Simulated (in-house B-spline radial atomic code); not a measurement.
Configurations of the rubidium ion Rb²⁺, with energies counted from [Ar] 3d10 4s2 (4p1/2)2 (4p3/2)3. Level of theory: Dirac-Hartree-Fock, average of each configuration as written, Fermi nucleus of rms radius 4.2036 fm; calculated with a radial B-spline atomic code at the basis-set limit. Energies include first-order Breit, QED and recoil terms.

Occupations are held fixed; configurations that lie above the ionisation limit could autoionise.

```csv
configuration,E - E(ref) (eV),highest orbital,its <r> (bohr)
[Ar] 3d10 4s2 (4p1/2)1 (4p3/2)4,0.9169,4p3/2,1.655
[Ar] 3d10 4s1 4p6,20.687,4p3/2,1.655
[Ar] 3d10 4s1 (4p1/2)1 (4p3/2)4 (4d5/2)1,41.725,4d5/2,2.44
[Ar] 3d10 4s1 (4p1/2)1 (4p3/2)4 (6d5/2)1,54.625,6d5/2,10.3
[Ar] 3d10 4s1 (4p1/2)1 (4p3/2)4 (5f7/2)1,55.081,5f7/2,10.07
[Ne] 3s2 (3p1/2)1 (3p3/2)4 3d10 4s2 (4p1/2)2 (4p3/2)3 (8g9/2)1,276.96,8g9/2,28.64
```

Problem. Order these further configurations by energy, lowest first.
A. [Ar] 3d10 4s2 (4p3/2)4 (7f5/2)1
B. [Ar] (3d3/2)3 (3d5/2)6 4s2 (4p1/2)1 (4p3/2)4 (4f7/2)1
C. [Ne] 3s2 (3p1/2)1 (3p3/2)4 3d10 4s2 (4p1/2)2 (4p3/2)3 5s1
D. [Ar] 3d10 4s2 (4p3/2)4 (8p3/2)1
E. [Ar] 3d10 4s2 (4p1/2)2 (4p3/2)2 (6f5/2)1

Solution. E (35.37 eV), D (38.049 eV), A (38.875 eV), B (132.12 eV), C (260.9 eV).

Problem. How far above the reference does [Ar] 3d10 4s2 (4p1/2)2 (4p3/2)2 (6d3/2)1 lie?

Solution. 33.389 eV; its least bound orbital is 6d3/2 with <r> = 10.33 bohr.

Problem. How far above the reference does [Ar] 3d10 4s2 (4p3/2)4 (4d5/2)1 lie?

Solution. 23.176 eV; its least bound orbital is 4d5/2 with <r> = 2.459 bohr.
